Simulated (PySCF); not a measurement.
Compound: 3-aminophenol, C6H7NO.
Bonds: N1–C2, C2–C3 (aromatic), C3–C4 (aromatic), C4–C5 (aromatic), C5–C6 (aromatic), C6–O7, C6–C8 (aromatic), C2–C8 (aromatic). Hydrogens: H9, H10 on N1; H11 on C3; H12 on C4; H13 on C5; H14 on O7; H15 on C8.

Computed geometry: GFN2-xTB, gas phase.

(1) Give the optimised bond lengths and angles.

Answers

(1) 
```json
{"bond": "N1–C2", "length (Å)": "1.380", "order": "single"}
{"bond": "C2–C3", "length (Å)": "1.397", "order": "aromatic"}
{"bond": "C3–C4", "length (Å)": "1.379", "order": "aromatic"}
{"bond": "C4–C5", "length (Å)": "1.384", "order": "aromatic"}
{"bond": "C5–C6", "length (Å)": "1.390", "order": "aromatic"}
{"bond": "C6–O7", "length (Å)": "1.364", "order": "single"}
{"bond": "C6–C8", "length (Å)": "1.387", "order": "aromatic"}
{"bond": "C2–C8", "length (Å)": "1.392", "order": "aromatic"}
{"bond": "N1–H9, N1–H10", "length (Å)": "1.007", "order": "single"}
{"bond": "C3–H11", "length (Å)": "1.080", "order": "single"}
{"bond": "C4–H12", "length (Å)": "1.080", "order": "single"}
{"bond": "C5–H13", "length (Å)": "1.082", "order": "single"}
{"bond": "O7–H14", "length (Å)": "0.965", "order": "single"}
{"bond": "C8–H15", "length (Å)": "1.079", "order": "single"}
```

Bonds in one row agree within 0.01 Å and their mean is given. Orders are formal, as drawn. A selection of angles:
```json
{"angle": "N1–C2–C3", "degrees": "120.5"}
{"angle": "N1–C2–C8", "degrees": "120.3"}
{"angle": "C3–C2–C8", "degrees": "119.1"}
{"angle": "C2–C3–C4", "degrees": "120.1"}
{"angle": "C3–C4–C5", "degrees": "120.8"}
{"angle": "C4–C5–C6", "degrees": "119.4"}
{"angle": "C5–C6–O7", "degrees": "121.9"}
{"angle": "C5–C6–C8", "degrees": "120.2"}
{"angle": "O7–C6–C8", "degrees": "117.9"}
{"angle": "C2–C8–C6", "degrees": "120.4"}
{"angle": "H9–N1–C2", "degrees": "116.3"}
{"angle": "H10–N1–C2", "degrees": "116.2"}
{"angle": "H14–O7–C6", "degrees": "109.4"}
```

Dihedral angles: H14–O7–C6–C5 1° (synperiplanar). The mirror-image conformer, all signs reversed, is as good.

The 6-membered ring C2–C3–C4–C5–C6–C8 has internal angles of 119.1° to 120.8°; it is planar, 0.00 Å rms from its mean plane, widest ring torsion 0°. N1 (aniline-type nitrogen) is pyramidal (angles 116.3°, 116.2° and 114.7°, sum 347.3°, 0.23 Å off the plane of its three neighbours). Of the pairs four or more bonds apart, H13···H14 is among the closest relative to their van der Waals radii: 2.27 Å, 95 % of the sum of Bondi's values. The 8 heavy atoms lie in one plane (0.017 Å rms).

Point group: near Cs, missed by 0.31 Å at most; the miss may be what the optimiser left on a soft mode. Not checked by GFN2-xTB frequencies. One conformer, not necessarily the lowest (C5–C6–O7–H 1°).
